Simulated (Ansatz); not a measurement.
C3H6O3, charge -1, doublet, geometry from GFN2-xTB (a state made from the parent by changing its charge; the spin is typed, not shown lowest) (a gas-phase anion, which may not be bound at this level). Base run: CAM-B3LYP/3-21G (Ansatz, an electronic-structure program).

Geometry (Å):
```xyz
12

C      1.8691    -0.2760    -0.6876
O      1.0780    -0.6032     0.4124
C     -0.0118     0.3465     0.7030
O      0.0602     1.5164     0.2120
O     -1.2453    -0.3815     0.6214
C     -1.7879    -0.4530    -0.6763
H      1.7172     0.7837    -0.9343
H      2.9268    -0.4425    -0.4419
H      1.6129    -0.8885    -1.5707
H     -2.8369    -0.7590    -0.5943
H     -1.2488    -1.1839    -1.2992
H     -1.7308     0.5308    -1.1596
```
Charge -1, spin multiplicity 2.
Orbitals are unrestricted.
All else is at Ansatz's defaults.
Base energy -341.48079 Eh.

Each row names what was changed in the base input (with any setting that the change needs).

```tsv
change	ΔE vs base (mEh)
base	0.000
lower_state_search = off	0.000
accuracy = high	0.018
forces = on	0.000
point_charge = charge:1.0 position_ang:0.8382, -1.5903, 5.2528	-103.3
point_charge = charge:0.5 position_ang:0.188, 2.3207, 4.9454	-54.103
final_grid = 10, 20, 41	0.000
nuclear_model = gaussian	0.038
fitting.mean_field = def2-universal-JKFIT	-0.118
final_grid = 14, 28, 59	-0.001
fitting.mean_field = cc-pVTZ-JKFIT	-0.153
```

A gas-phase anion may not be bound at this level; its values then depend on the basis.
